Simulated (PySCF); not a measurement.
Si(F)(Cl)(Me)(OH) (CH4ClFOSi), SMILES Cl[Si](F)(C)O.

Geometry: B3LYP-D3(BJ)/def2-SVP. This is a generated structure with no PubChem entry under its InChIKey; it may be hypothetical. Other conformers were not sampled.

The numbers are results of PySCF with M06-2X/def2-TZVP, not measurements.

Gas-phase values at a fixed geometry.

The total energy is -965.47653 hartree, the highest occupied level is -10.66 eV and the lowest empty level comes out as 1.21 eV. The orbital gap is 11.87 eV. The dipole moment is 0.242 e·Å, the quadrupole, principal values (traceless, Buckingham form, about the centre of nuclear charge) comes out as -5.79, -4.06, 9.85 D·Å and the mean static polarisability is 48.5 bohr³ (7.19 Å³). The polarisability, principal values is 42.2, 47.7, 55.7 bohr³.
